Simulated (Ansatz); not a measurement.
Geometry optimisation, RKS PBE/def2-SVP in Ansatz 0.2.0.

The input (input.yaml):

```yaml
crystal:
  periodic: [false, false, false]
  atoms:
    - { symbol: B, position_ang: [0.0, 0.0, 0.0] }
    - { symbol: H, position_ang: [0.0, 0.0, 1.54] }
    - { symbol: Cl, position_ang: [1.6108, 0.0, -0.93] }
    - { symbol: H, position_ang: [-1.0305, 0.0, -0.595] }
    - { symbol: Br, position_ang: [0.4991, 2.1638, 0.7379] }
    - { symbol: H, position_ang: [0.195, 0.8454, 1.7013] }
basis:
  gaussian: { orbitals: def2-SVP }
hamiltonian:
  xc: pbe
relax:
  f_tol: 0.15
  max_steps: 25
  restrain:
    - { distance: [0, 4], at: 2.04, k: 30.0 }
    - { distance: [5, 1], at: 0.66, k: 30.0 }
    - { distance: [0, 1], at: 2.39, k: 30.0 }
    - { distance: [5, 4], at: 2.75, k: 30.0 }
```

Command:

```bash
$ ansatz run input.yaml --threads 1 --pin off --max-ram 2048MiB --backend cpu --events-out ev --progress --plain --runs-dir out
```

Question: Where does it end, and by what steps?

Answer: The forces met the threshold. The restraints hold the end off the free minimum. After 9 steps the energy has fallen by 2.364 eV (the restraints' own energy left out); B1 moved furthest, 0.70 Å. Parted: Br5–H6 (1.66 → 2.76 Å).

| step | energy less start (eV) | largest force component (eV/Å) | accepted |
| --- | --- | --- | --- |
| 0 | 0.0000 | 3.239 | yes |
| 1 | -0.1232 | 3.528 | yes |
| 2 | -0.8559 | 4.568 | yes |
| 3 | -1.7324 | 3.215 | yes |
| 4 | -2.3030 | 2.027 | yes |
| 5 | -2.1123 | 3.713 | no |
| 6 | -2.3581 | 1.657 | yes |
| 7 | -2.3620 | 1.740 | yes |
| 8 | -2.3648 | 1.610 | no |
| 9 | -2.3637 | 1.878 | yes |

```xyz
6
Properties=species:S:1:pos:R:3
B 0.172 0.589 -0.344
H 0.053 -0.307 1.874
Cl 1.584 -0.297 -0.843
H -0.933 0.112 -0.420
Br 0.330 2.504 0.209
H 0.068 0.408 1.980
```

Run time: 22 s on 1 thread of Intel(R) Xeon(R) Platinum 8259CL CPU @ 2.50GHz (Skylake/Cascade Lake), on a shared host, peak memory 0.16 GiB.
